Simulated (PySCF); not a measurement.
Compound: C8H5Cl (charge -1 and doublet state).
Numbering: `[H]/[C-:1]=[C:2]/[c:3]1[cH:4][cH:5][cH:6][cH:7][c:8]1[Cl:9]` (hydrogens: H10 on C1; H11 on C4; H12 on C5; H13 on C6; H14 on C7)

Cartesian coordinates in Å at the GFN2-xTB level; atoms count from 1:
```xyz
14
C8H5Cl angstrom
C      3.3107   -0.3477    0.3153
C      2.0894   -0.2365    0.3575
C      0.7428   -0.1033    0.1062
C     -0.1103   -1.2435   -0.1043
C     -1.4490   -1.1148   -0.3099
C     -2.0732    0.1504   -0.3246
C     -1.2756    1.2903   -0.1164
C      0.0627    1.1599    0.0920
Cl     1.0178    2.6099    0.3540
H      4.2486   -0.4665    0.7907
H      0.3593   -2.2213   -0.0979
H     -2.0577   -2.0016   -0.4680
H     -3.1365    0.2494   -0.4937
H     -1.7296    2.2747   -0.1229
```

Level of theory: UKS B3LYP, pcH-1 on C Cl H, non-relativistic, mean-field spin-orbit, GIAO (PySCF 2.14.0). Whether the extra electron is bound in the gas phase wasn't checked; a finite basis holds it in any case. A GFN2-xTB geometry isn't a minimum of the functional, and hyperfine couplings can be far from their values at a DFT geometry, by a factor of two or more for some ions and for spin on atoms past the first row. The SCF solution wasn't tested for stability.

Q: Predict the first-order ENDOR lines of H13, H10, H11, H14 and H12 under fast tumbling at B = 346.2 mT (X band).

A: For S = 1/2 in fast tumbling each set of equivalent nuclei gives two lines, ν± = |νn ± a/2| to first order, with νn = g_N μN B/h and μN/h = 7.62259 MHz/T.

```tsv
nuclei	isotope	g_N	νn (MHz)	a_iso (MHz)	lower line (MHz)	upper line (MHz)
H13	1H	5.5857	14.74	-23.98	2.75	26.73
H10	1H	5.5857	14.74	15.18	7.15	22.33
H11	1H	5.5857	14.74	-9.70	9.89	19.59
H14	1H	5.5857	14.74	1.34	14.07	15.41
H12	1H	5.5857	14.74	0.93	14.27	15.21
```

Q: Which pairs are centred on the nuclear Larmor frequency, and which on half the coupling?

A: Centred on νn, since |a| < 2νn: H13, H10, H11, H14 and H12. No pair has |a| > 2νn.

The Mulliken spin populations are largest on C6 (+0.37), C1 (+0.33), C3 (+0.23) and C4 (+0.13). Three atoms exceed +0.15.

The SMILES draws the unpaired electron on C2; the largest computed Mulliken spin population is on C6 (0.37 against -0.03).
